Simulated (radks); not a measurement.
Question: Ionisation ladder of caesium, from Cs XXIII to Cs XLIV. Each ion is in the ground configuration listed by NIST, and IE = E(next ion) - E(this ion). Method: Dirac Kohn-Sham, relativistic LDA (MacDonald-Vosko exchange, VWN5 correlation), spin-unpolarised, spherical densities, finite nucleus; open shells fill j = l - 1/2 first; Fermi nuclear charge, rms radius 4.8041 fm; computed with a radial shooting solver on a logarithmic mesh with Libxc functionals.

| species | configuration | IE, Delta-SCF (eV) | -e(HOMO) (eV) | HOMO |
|---|---|---|---|---|
| Cs XXIII | [Ar] 3d10 4s2 4p3 | 701.44 | 684.00 | 4p3/2 |
| Cs XXIV | [Ar] 3d10 4s2 4p2 | ? | 738.47 | 4p1/2 |
| Cs XXV | [Ar] 3d10 4s2 4p1 | 792.78 | 774.63 | 4p1/2 |
| Cs XXVI | [Ar] 3d10 4s2 | 882.12 | 863.92 | 4s1/2 |
| Cs XXVII | [Ar] 3d10 4s1 | ? | 900.24 | 4s1/2 |
| Cs XXVIII | [Ar] 3d10 | 1592.0 | 1550.6 | 3d5/2 |
| Cs XXIX | [Ar] 3d9 | 1675.9 | 1633.7 | 3d5/2 |
| Cs XXX | [Ar] 3d8 | 1761.3 | 1718.4 | 3d5/2 |
| Cs XXXI | [Ar] 3d7 | 1848.3 | 1804.6 | 3d5/2 |
| Cs XXXII | [Ar] 3d6 | 1936.8 | 1892.3 | 3d5/2 |
| Cs XXXIII | [Ar] 3d5 | 2026.7 | 1981.5 | 3d5/2 |
| Cs XXXIV | [Ar] 3d4 | 2136.7 | 2090.2 | 3d3/2 |
| Cs XXXV | [Ar] 3d3 | 2230.6 | 2183.4 | 3d3/2 |
| Cs XXXVI | [Ar] 3d2 | 2325.9 | 2278.0 | 3d3/2 |
| Cs XXXVII | [Ar] 3d1 | 2422.5 | 2374.0 | 3d3/2 |
| Cs XXXVIII | [Ar] | 2684.9 | 2642.1 | 3p3/2 |
| Cs XXXIX | [Ne] 3s2 3p5 | 2770.8 | 2727.7 | 3p3/2 |
| Cs XL | [Ne] 3s2 3p4 | 2857.3 | 2813.9 | 3p3/2 |
| Cs XLI | [Ne] 3s2 3p3 | 2944.3 | 2900.7 | 3p3/2 |
| Cs XLII | [Ne] 3s2 3p2 | ? | 3079.2 | 3p1/2 |
| Cs XLIII | [Ne] 3s2 3p1 | 3214.9 | 3169.7 | 3p1/2 |
| Cs XLIV | [Ne] 3s2 | ? | 3358.5 | 3s1/2 |

Estimate the withheld Delta-SCF values.

Answer: Cs XXIV: 756.53 eV (NIST 753); Cs XXVII: 917.89 eV (NIST 916.1); Cs XLII: 3124.4 eV (NIST 3118); Cs XLIV: 3400.5 eV (NIST 3392).

Beside tabulated values, note that spin-unpolarised runs miss the spin-polarisation part of the exchange energy of open shells.
